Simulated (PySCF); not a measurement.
Isotope clusters of molecular radical cations, worked from isotope masses and abundances (centroid m/z, relative intensity):

1. 167.9244 (7.5), 168.9257 (2.8), 169.9242 (14.0), 170.9258 (21.0), 171.9247 (55.7), 172.9281 (1.2), 173.9258 (93.1), 174.9292 (2.0), 175.9276 (100.0), 176.9310 (2.2)
2. 130.0808 (100.0), 131.0826 (11.8), 132.0790 (4.1)
3. 140.0807 (100.0), 141.0841 (6.6)
4. 89.0319 (24.7), 90.0283 (100.0), 91.0319 (2.4), 92.0327 (0.4)

Lines and terms under 0.3 % are left out. Candidates, as SMILES:
A. `C=C(C)O[Si](C)(C)C`
B. `C=C(F)B(O)O`
C. `CC(=[Te])F`
D. `CC(C)[C@H](C)C(F)(F)F`

Q: Match clusters and compounds, and give each formula.

A: 
1 = C, C2H3FTe, monoisotopic mass of the neutral 175.9281 u; relative to that species, one 122Te gives 7.5 % at -8, one 123Te gives 2.6 % at -7, one 124Te gives 13.9 % at -6, one 125Te gives 20.7 % at -5, one 126Te gives 55.3 % at -4, one 128Te gives 93.1 % at -2 and one 13C gives 2.2 % at +1.
2 = A, C6H14OSi, monoisotopic mass of the neutral 130.0814 u; relative to that species, one 13C gives 6.5 % at +1, one 29Si gives 5.1 % at +1 and one 30Si gives 3.3 % at +2.
3 = D, C6H11F3, monoisotopic mass of the neutral 140.0813 u; relative to that species, one 13C gives 6.5 % at +1.
4 = B, C2H4BFO2, monoisotopic mass of the neutral 90.0288 u; relative to that species, one 10B gives 24.8 % at -1, one 13C gives 2.2 % at +1 and one 18O gives 0.4 % at +2.

Q: What is the mean mass of the whole cluster 1, and how does it compare with the molar mass?

A: 173.646 u over all lines, faint ones too (the ion lacks one electron, 0.0005 u); standard atomic weights give 173.644 g/mol for C2H3FTe.

Q: Give the exact less the nominal mass of each, in mDa.

A: C6H14OSi +81.4, C2H4BFO2 +28.8, C2H3FTe -71.9, C6H11F3 +81.3 (neutral, monoisotopic).

Abundances used (%; other tables differ somewhat): 12C 98.93, 13C 1.07; 120Te 0.09, 122Te 2.55, 123Te 0.89, 124Te 4.74, 125Te 7.07, 126Te 18.84, 128Te 31.74, 130Te 34.08; 1H 99.9885, 2H 0.0115; 16O 99.757, 17O 0.038, 18O 0.205; 28Si 92.2297, 29Si 4.6832, 30Si 3.0872; 10B 19.9, 11B 80.1.

A cluster can't tell isomers apart.

Masses and patterns are calculated from tabulated isotope masses and abundances.
